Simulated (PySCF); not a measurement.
trichloro(fluoro)methane (CCl3F), SMILES FC(Cl)(Cl)Cl. Atoms are numbered in the order given.

```xyz
5

F      0.0000     0.0000     1.5902
C      0.0000     0.0000     0.2571
Cl     1.4634     0.8449    -0.3109
Cl     0.0000    -1.6898    -0.3109
Cl    -1.4634     0.8449    -0.3109
```

Geometry optimised at B3LYP-D3(BJ)/def2-SVP.

Two levels are set side by side: PBE/pcJ-1 (PySCF) and B3LYP/pcJ-1 (PySCF). One-bond couplings, all four terms, same geometry. Isotopes: 13C, 19F, 35Cl. Differences are taken from unrounded values.

```tsv
quantity	B3LYP	PBE	PBE minus B3LYP
¹J(F1,C2) (Hz)	-447.7	-469.9	-22.3
```

Rough cost on one machine, each run with all the roots and properties that it gave: B3LYP against PBE about 3 times.
